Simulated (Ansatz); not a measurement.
# Two structures, one formula

The two ends of one reaction step of SiNH$_{5}$BrCl, closed shell (PBE0-D4/def2-TZVP).

A:

```
atom    x (Å)    y (Å)    z (Å)
 Si1  -0.4069  -0.9924  -0.2678
 Cl2   1.5130  -1.3161   0.5008
  H3  -0.6116  -2.0845  -1.2408
  H4  -1.2981  -1.0605   0.9069
  N5  -0.6131   0.4986  -1.0465
  H6   1.3896   0.8375   1.5969
 Br7   0.8926   2.1123   2.0214
  H8  -0.2324   0.6552  -1.9659
  H9  -0.6331   1.3497  -0.5050
```

B:

```tsv
atom	x (Å)	y (Å)	z (Å)
Si1	-1.0497	-0.1893	0.2918
Cl2	2.8395	-0.6447	-0.0343
H3	-0.9002	-1.6567	0.3397
H4	-2.4394	0.2796	0.4637
N5	-0.4279	0.4031	-1.1690
H6	2.0752	-0.1814	0.9009
Br7	0.0328	0.5445	2.1440
H8	0.4789	0.0918	-1.4849
H9	-0.6094	1.3530	-1.4518
```

Program: Ansatz 0.2.0. Basis: def2-TZVPP. Cores are frozen in the correlated methods. Filled d shells of the heavier atoms are correlated. The def2 sets are not built for correlating such inner shells, so the correlated values are less sure here. B3LYP uses VWN-RPA correlation.

(1) Which structure is lower at CCSD(T), and by how much? (Judge from chemistry; the value comes from the calculation.)

(2) Do the other methods give the same order? (A judgement: the text doesn't fix the answer.)

T1 diagnostic: at most 0.008.

## Answers

(1) The calculation gives: A, by 1.9 kJ/mol (electronic energy, against the other); a gap this small isn't resolved in one triple-zeta basis. By their contacts, A is a complex of SiNH₄Cl ([NH2][SiH2][Cl]) + HBr and B is a complex of SiNH₄Br ([NH2][SiH2][Br]) + HCl.

(2) By the calculation: Not all: PBE-D4, PBE0-D4 give the other order.

| method | E(B) − E(A) (kJ/mol) |
| --- | --- |
| SPW92 | 0.3 |
| PBE-D4 | -0.4 |
| BLYP-D4 | 2.3 |
| r2SCAN-D4 | 1.3 |
| B97M-V | 5.1 |
| PBE0-D4 | -0.3 |
| B3LYP-D4 | 2.1 |
| r2SCAN0-D4 | 0.8 |
| BHLYP-D4 | 2.0 |
| CAM-B3LYP-D4 | 3.7 |
| wB97X-V | 2.3 |
| wB97M-V | 2.1 |
| B2PLYP | 2.5 |
| PBE-QIDH | 0.3 |
| RPA on PBE | 2.7 |
| HF | 3.2 |
| MP2 | 1.1 |
| CCSD | 2.1 |
| CCSD(T) | 1.9 |

Labels in which every atom is bracketed show which atoms are joined, not bond orders.

For scale, one of the runs: CCSD(T)/def2-TZVPP, 233 basis functions, launched by `ansatz run in.yaml --threads 8 --pin off --events-out ev --progress --plain --max-ram 19148MiB`. Hardware: 8 CPU threads of an Arm Neoverse V2, shared host. Wall time 73 s; peak host memory 4 GiB.
